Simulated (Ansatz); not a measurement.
Cs3Br2, relaxed as a doublet with UKS PBE0-D4/def2-SVP in Ansatz, starting from the GFN1-xTB geometry. Force threshold 0.02 eV/Å.

In the def2 sets Cs takes a core potential; there is no spin–orbit coupling. The relaxation made no stability test and no search for a lower SCF solution. The structure comes from a short search, and lower isomers may exist.

Start:

| atom | x (Å) | y (Å) | z (Å) |
| --- | --- | --- | --- |
| Cs1 | 1.235 | -0.970 | 0.522 |
| Cs2 | -1.923 | -0.359 | -2.290 |
| Cs3 | -0.948 | 2.656 | 1.005 |
| Br4 | 1.641 | 1.555 | 2.546 |
| Br5 | -0.005 | -2.882 | -1.783 |

Problem. Estimate the energy that the relaxation releases and the steps that it takes.

Solution. 0.52 eV, in 9 steps; 37 s on 4 threads of AMD EPYC 7B13 on a shared host. The force fell under the threshold at step 8, but the optimiser went on. No frequencies were taken in this run, so the end may be a saddle point.

Problem. Does the start keep its bonding?

Solution. By distances, no bond broke or formed, bridged metal pairs apart. The bond that changes most is Cs2–Cs3, from 4.57 to 5.27 Å (atoms count from 1). Metal–metal contacts that move far: Cs1–Cs3 4.26 to 5.77 Å, Cs1–Cs2 4.27 to 5.78 Å. The end is the same structure that another start reached.

Problem. Predict the relaxed structure.

Solution. 
```xyz
5

Cs    2.0591   -1.6378    0.8993
Cs   -2.3440   -0.3796   -2.6204
Cs   -1.1426    3.1627    1.0859
Br    1.4003    1.3540    2.2577
Br    0.0272   -2.4993   -1.6225
```
Bond lengths (bridged metal pairs left out): 4 × Br–Cs 3.33 to 3.35 Å; 1 × Cs–Cs 5.27 Å.
